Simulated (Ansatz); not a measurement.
C2H4N3, charge +1, singlet, geometry from GFN2-xTB, atoms displaced at random by about 0.03 Å a coordinate; R2SCAN/STO-3G, gradient run with Ansatz (a quantum-chemistry and plane-wave program).

Input for Ansatz:
Ansatz 0.2 input:
```yaml
crystal:
  periodic: [false, false, false]
  atoms:
    - {symbol: C, position_ang: [-0.68552252, -0.88468186, -0.08156337]}
    - {symbol: N, position_ang: [0.54217059, -1.02465751, -0.25895124]}
    - {symbol: C, position_ang: [1.07346706, 0.09518683, -0.07247333]}
    - {symbol: N, position_ang: [0.17373694, 1.06784112, 0.13910173]}
    - {symbol: N, position_ang: [-0.98611604, 0.39566852, 0.17596760]}
    - {symbol: H, position_ang: [-1.44366449, -1.71227536, -0.13582378]}
    - {symbol: H, position_ang: [2.18229383, 0.33782265, -0.11432541]}
    - {symbol: H, position_ang: [0.23619229, 2.07759480, 0.27714149]}
    - {symbol: H, position_ang: [-1.87166299, 0.90699991, 0.26998588]}
basis:
  gaussian:
    orbitals: STO-3G
hamiltonian:
  xc: r2scan
total_charge: 1
output: {forces: true}
```

The log (banner, timings and long lists left out):

```
Functional definition: r2SCAN
411 factors; integrals over basis functions are off by at most 3.7e-5 eV
mean field evaluation 1: about -6511.6256 eV, gradient 2.5e1 eV
mean field evaluation 2: about -6508.6865 eV, gradient 4.2e1 eV
mean field evaluation 4: about -6513.4747 eV, gradient 3.2e0 eV
mean field evaluation 8: about -6513.3912 eV, gradient 2.8e-2 eV
mean field -6513.39124201 eV, -239.3627132088 hartree, gradient 1.3e-5 eV, S^2 0.000000; 0 other end points of the search recorded, 0 dependent functions left out
the calculation of the forces begins
reference -6513.39124737 eV, -239.3627134055 hartree; 18, 18 occupied and 11, 11 virtual orbitals, 411 factors
Total energy: -6513.39124737 eV, -239.3627134055 hartree
Atom 0 at    -0.685523    -0.884682    -0.081563 Å, force    -9.729196    -3.259824     0.382289 eV/Å
Atom 1 at     0.542171    -1.024658    -0.258951 Å, force     5.885888    -9.114600    -1.978951 eV/Å
Atom 2 at     1.073467     0.095187    -0.072473 Å, force     9.139527     6.553368     0.005300 eV/Å
Atom 3 at     0.173737     1.067841     0.139102 Å, force     1.009458     1.765601     0.459206 eV/Å
Atom 4 at    -0.986116     0.395669     0.175968 Å, force    -4.163560     1.302187     0.518585 eV/Å
Atom 5 at    -1.443664    -1.712275    -0.135824 Å, force     0.170032     0.755455     0.066909 eV/Å
Atom 6 at     2.182294     0.337823    -0.114325 Å, force    -1.101460    -0.206332    -0.004935 eV/Å
Atom 7 at     0.236192     2.077595     0.277141 Å, force     0.177420     1.726370     0.328625 eV/Å
Atom 8 at    -1.871663     0.907000     0.269986 Å, force    -1.388109     0.477774     0.222972 eV/Å
Dipole moment:    -0.474756     0.869561     0.173768 e Å
```
